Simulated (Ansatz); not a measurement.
Molecule: sum formula HSiO2Cl2 (charge 0, doublet). It need not be the lowest isomer of its formula. 
Geometry from a B3LYP-D3(BJ)/def2-TZVP (Ansatz, an electronic-structure program) optimisation:
```
Si
O 1 1.6204
H 2 0.9626 1 118.08
O 1 1.6462 2 114.28 3 48.92
Cl 1 2.0253 2 105.77 3 174.56
Cl 1 2.0462 2 113.73 3 -62.58
```
Charge 0, spin multiplicity 2.

Basis-set convergence of Hartree-Fock and MP2 correlation energies (hartree) with Ansatz. Cores are frozen in the correlated levels unless marked. UHF or UKS for open shells. Spin-orbit coupling is left out. Non-relativistic.

```
basis        functions        E(HF)  E(corr, MP2)
-----------  ---------  -----------  ------------
cc-pV(D+d)Z        102  -1358.41328      -0.68511
cc-pV(T+d)Z        191   (withheld)    (withheld)
```

Question: Some entries are withheld; supply them.

Answer: 
- cc-pV(T+d)Z, E(HF): -1358.52447
- cc-pV(T+d)Z, E(corr, MP2): -0.90851
